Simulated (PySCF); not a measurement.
# One molecule, several mistakes: BCGe2H5

All numbers below are calculated, not measured. The program is PySCF 2.14.0, an open-source quantum chemistry code, run on an isolated molecule that a program drew, which may never have been made. The molecule is BCGe2H5 (charge 0, singlet), drawn as the SMILES string `[GeH][B]=[CH][GeH3]`.

Each row is a Hartree-Fock (HF) and frozen-core CCSD(T) single point in the cc-pVDZ basis, meant for a local HF minimum. Run 1 is clean. Each other run has one planted mistake out of seven kinds, and not every kind appears here: one electron removed, one electron added, multiplicity raised by two, geometry at a saddle point, minimal basis STO-3G, one bond length entered in bohr, all coordinates scaled. The reference is restricted for singlets and unrestricted otherwise, and also for a bond in bohr. Adding or removing an electron swaps singlet and doublet. Electrons count all cores. HOMO and LUMO are orbital energies over both spins, the gradient is its largest component, and the lowest frequency (negative if imaginary) is given only where the gradient is small. Bond lengths are over the 8 bonds as drawn. T1 is the CCSD diagnostic: over 0.02 (restricted) or 0.045 (unrestricted) a single reference is doubtful. Germanium has the cc-pVDZ-PP basis, with a core potential (ECP10MDF) in place of its 10 inner electrons, and its 3s, 3p and 3d shells are frozen in CCSD(T).

Geometry of the clean run:
```xyz
9
BCGe2H5, angstrom
Ge    0.3575   -1.6043    3.0048
B    -0.6417   -1.1184    1.2628
C    -1.2837   -0.7846    0.0749
Ge   -3.2236   -0.8429   -0.0767
H    -1.0139   -1.9043    3.7321
H    -0.7298   -0.4802   -0.8097
H    -3.7690    0.5439   -0.4407
H    -3.8353   -1.2893    1.2545
H    -3.6402   -1.8275   -1.1767
```

| run | electrons | basis functions | <S^2> | HOMO (eV) | LUMO (eV) | gradient (hartree/bohr) | lowest frequency (cm^-1) | mean bond (Å) | longest bond (Å) | T1 | HF (hartree) | CCSD(T) (hartree) | mistake |
|---|---|---|---|---|---|---|---|---|---|---|---|---|---|
| 1 | 80 | 99 | 0.000 | -9.00 | -0.14 | 1.0e-05 | 60 | 1.5839 | 2.066 | 0.0181 | -652.12925 | -652.58594 | no fault |
| 2 | 81 | 99 | 0.777 | -1.67 | 6.54 | 2.8e-02 | - | 1.5839 | 2.066 | 0.0189 | -652.16203 | -652.62541 | one electron added |
| 3 | 79 | 99 | 1.032 | -14.57 | -6.22 | 5.0e-02 | - | 1.5839 | 2.066 | 0.0548 | -651.85907 | -652.26785 | one electron removed |
| 4 | 80 | 99 | 0.000 | -9.13 | -0.10 | 1.4e-02 | - | 1.5570 | 2.031 | 0.0177 | -652.12679 | -652.58114 | all coordinates scaled |
| 5 | 80 | 99 | 2.021 | -6.58 | -0.74 | 9.9e-02 | - | 1.5839 | 2.066 | 0.0231 | -652.07430 | -652.49895 | ? |
| 6 | 80 | 99 | 1.077 | -8.13 | -0.01 | 2.2e-02 | - | 1.7545 | 2.899 | 0.0527 | -652.03064 | -652.47146 | ? |

**Which mistake was planted in run 5, and what did it cost?**

Electrons, basis and geometry are unchanged, and <S^2> is 2.021, beside S(S+1) = 2.00 for a multiplicity of 3. So the mistake is: multiplicity raised by two. Subtracting run 1 and multiplying by 627.51 kcal/mol a hartree, the energy moved by 34.5 kcal/mol in HF and 54.6 kcal/mol in CCSD(T).

**Which mistake was planted in run 6, and what did it cost?**

The mean bond changes by a factor of 1.108 and the longest by 1.403, so the molecule wasn't scaled as a whole. A length L in bohr read as angstrom grows by (1/0.5292 - 1) L = 0.890 L. The 8 bonds together grew by 8 x 0.1706 = 1.365 Å, which gives L = 1.534 Å. That is the length of one of the Ge-H bonds, 1.534 Å in the clean geometry. So the mistake is: one bond length entered in bohr. Subtracting run 1 and multiplying by 627.51 kcal/mol a hartree, the energy moved by 61.9 kcal/mol in HF and 71.8 kcal/mol in CCSD(T).

Cautions from the logs. Run 3: T1 is over the limit, so its CCSD(T) energy is less reliable; run 6: T1 is over the limit, so its CCSD(T) energy is less reliable.
